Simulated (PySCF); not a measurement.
## Electronic structure of N (nitrogen, neutral) at the UHF level

Configuration: [He] 2s2 2p3, high-spin 4S determinant. All numbers are calculated (PySCF 2.14, the non-relativistic Hamiltonian (point nucleus), in aug-cc-pVDZ).

```
Total energy                                     : -54.393183 hartree
One-electron energy                              : -73.9119 hartree
Hartree (Coulomb) energy                         : 26.1166 hartree
Exchange energy                                  : -6.5979 hartree
Kinetic energy                                   : 54.37259 hartree
⟨S²⟩                                             : 3.7571
⟨L²⟩                                             : 0.000
Sum of ⟨r⟩                                       : 7.370 bohr
Sum of ⟨r²⟩                                      : 12.17 bohr²
Density at the nucleus (Gaussians lack the cusp) : 197 bohr⁻³
Spin density at the nucleus                      : 0.354 bohr⁻³
Langevin diamagnetic susceptibility              : -9.64 ×10⁻⁶ cm³/mol
```

```tsv
shell	electrons	mean orbital energy (eV)	rms radius, mean of both spins (bohr)
1s α	1	-426.67	0.265
1s β	1	-424.16	0.265
2s α	1	-31.702	1.48
2s β	1	-19.879	1.48
2p α	3	-15.525	1.59
```

Spin-orbit constants ζ (cm⁻¹) from the X2C one-electron operator on these orbitals (non-relativistic here): bare nucleus, nucleus screened by l(l+1)(2l+1)/3 electrons, and screened by the Breit-Pauli mean field of the electrons.

```tsv
shell	bare	screened nucleus	mean field
2p	121.5	86.80	70.77
```
